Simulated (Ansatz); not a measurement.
`FC[B](Cl)[GaH2]` → `Cl[BH][GaH2]` + `[CH]F`  (formal loss of a carbene)

Isolated molecules relaxed with PBE0-D4/def2-TZVP in Ansatz; ΔE leaves out vibrations. CCSD(T)/CBS adds triple-zeta CCSD(T) − MP2 to the extrapolated MP2 energy (def2 sets, frozen cores). This one scheme is used for every species. Functionals use def2-TZVPP. B3LYP here is the variant with VWN-RPA as its local correlation; programs differ in this. For Ga outer-core shells are correlated without core-valence functions, which leaves a few kJ/mol of doubt a bond. Scalar relativity is left out up to krypton. Each species was taken in one conformer, which may not be the lowest.

```json
{"level": "PBE-D4", "ΔE (kcal/mol)": "102.8", "difference from CCSD(T)/CBS": "4.7"}
{"level": "B3LYP-D4", "ΔE (kcal/mol)": "98.7", "difference from CCSD(T)/CBS": "0.6"}
{"level": "r2SCAN0-D4", "ΔE (kcal/mol)": "104.8", "difference from CCSD(T)/CBS": "6.7"}
{"level": "PBE", "ΔE (kcal/mol)": "101.0", "difference from CCSD(T)/CBS": "2.9"}
{"level": "revPBE", "ΔE (kcal/mol)": "95.0", "difference from CCSD(T)/CBS": "-3.1"}
{"level": "B3LYP", "ΔE (kcal/mol)": "95.8", "difference from CCSD(T)/CBS": "-2.3"}
{"level": "HF/def2-TZVPP", "ΔE (kcal/mol)": "86.4", "difference from CCSD(T)/CBS": "-11.7"}
{"level": "CCSD/def2-TZVPP", "ΔE (kcal/mol)": "95.8", "difference from CCSD(T)/CBS": "-2.3"}
{"level": "CCSD(T)/def2-TZVPP", "ΔE (kcal/mol)": "96.5", "difference from CCSD(T)/CBS": "-1.6"}
{"level": "HF/CBS(def2)", "ΔE (kcal/mol)": "86.1", "difference from CCSD(T)/CBS": "-12.0"}
{"level": "CCSD(T)/CBS", "ΔE (kcal/mol)": "98.1", "difference from CCSD(T)/CBS": "0"}
```

Largest T1 diagnostic among the species: 0.018.

At CCSD(T), def2-SVP lies −0.8 kcal/mol from the extrapolated value and def2-TZVPP −1.6 kcal/mol. From PBE to PBE0 (25 % exact exchange), in def2-TZVPP and without D4, ΔE moves by +1.9 kcal/mol.
